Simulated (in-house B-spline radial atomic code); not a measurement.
Be. Computed with a B-spline radial atomic code. Model: non-relativistic spherical atom: semilocal Troullier-Martins pseudo-atom, one channel per l, against all electrons, high spin, G0W0 and RPA with empty states to l = 8, local potential for every l without a channel, a model core (radius 0 = none) keeps its share of the functional.

What the tables leave out is listed at the end.

The pseudopotential gives back the lowest level of each angular momentum of its own functional in the configuration it was made in; a second state of the same l is only approximately right. Exact exchange, RPA and GW see the smooth pseudo-orbitals and miss the exchange with the core, for which the functional's share stands in. The column with an uncorrelated core keeps all orbitals and exact exchange, and so separates missing core correlation from pseudisation. Only the three outermost levels and the lowest empty one were computed. RPA here is direct RPA, with no exchange kernel, and its energies carry an (l + 1/2)⁻⁴ tail. A hybrid on a potential with a model core restores only its own semilocal share of the core's exchange.

Command:
```bash
python run_psgw.py task.json out
```
Settings (lengths in bohr, energies in hartree):
```
Z                      4
electrons              4
configuration          [He] 2s2
generated_in           [He] 2s2
functional             lda,vwn
core_shells            1
radius_factor          1.3
core_correction        True
ion_configuration      [He] 2s1
```

Run time, properties included: 18 s on 1 thread of Arm Neoverse N1, on a shared host.

Given: made with LDA VWN5; model core radius 0.994 bohr; local radius 2.722 bohr; mean-field start LDA VWN5.

Valence shells of the generating configuration: 2s.

Channel: s 2.652, p 3.12 (radii in bohr).

Computed: largest level miss in the spin-unpolarised generating configuration 0 eV; valence RPA correlation energy all-electron orbitals -0.088458 hartree; valence RPA correlation energy pseudo -0.092741 hartree; all-electron RPA polarisability, core included 32.511 bohr³; ionisation by mean-field pseudo minus all 0.009 eV; ionisation by RPA all-electron 9.612 eV; ionisation by RPA pseudo minus all 0.18 eV.

| level | occupied | mean-field all-electron (eV) | mean-field pseudo minus all (eV) | G0W0 all-electron (eV) | G0W0 uncorrelated core minus all (eV) | G0W0 pseudo minus all (eV) | exchange self-energy all-electron (eV) | exchange self-energy pseudo (eV) |
| --- | --- | --- | --- | --- | --- | --- | --- | --- |
| 2s | 1 | -5.5986 | 0 | -8.9824 | 0.043 | -0.099 | -10.294 | -9.4531 |

Question: What is the pseudo-atom RPA polarisability?

Answer: 32.385 bohr³.

Question: What is the ionisation by mean-field all-electron?

Answer: 9.0259 eV.

Given: mean-field start PBE0.

Computed: valence RPA correlation energy all-electron orbitals -0.072967 hartree; valence RPA correlation energy pseudo -0.076221 hartree; all-electron RPA polarisability, core included 27.016 bohr³; pseudo-atom RPA polarisability 27.617 bohr³; ionisation by RPA all-electron 9.3925 eV; ionisation by RPA pseudo minus all 0.067 eV.

| level | occupied | mean-field all-electron (eV) | mean-field pseudo minus all (eV) | G0W0 all-electron (eV) | G0W0 uncorrelated core minus all (eV) | G0W0 pseudo minus all (eV) | exchange self-energy all-electron (eV) | exchange self-energy pseudo (eV) |
| --- | --- | --- | --- | --- | --- | --- | --- | --- |
| 2s | 1 | -6.4924 | 0.044 | -9.1518 | 0.047 | -0.002 | -10.284 | -9.4203 |

Question: What is the ionisation by mean-field pseudo minus all?

Answer: -0.051 eV.

Question: What is the ionisation by mean-field all-electron?

Answer: 8.9712 eV.

Among the listed levels the largest G0W0 shift of the pseudo-atom is -0.10 eV, for 2s on the LDA VWN5 start, while leaving the core uncorrelated moves that level by +0.04 eV. The rest, -0.14 eV, comes from pseudisation and the lost core exchange. Not in the tables (levels of low weight, unsolved or above zero; the highest and the empty levels are kept at any weight): on LDA the G0W0 levels 2p (pseudo minus all -0.13 eV, weights 0.83 and 0.82); on PBE0 the G0W0 levels 2p (pseudo minus all -0.08 eV, weights 0.90 and 0.90); no Hartree-Fock pseudo-atom is run with a model core.
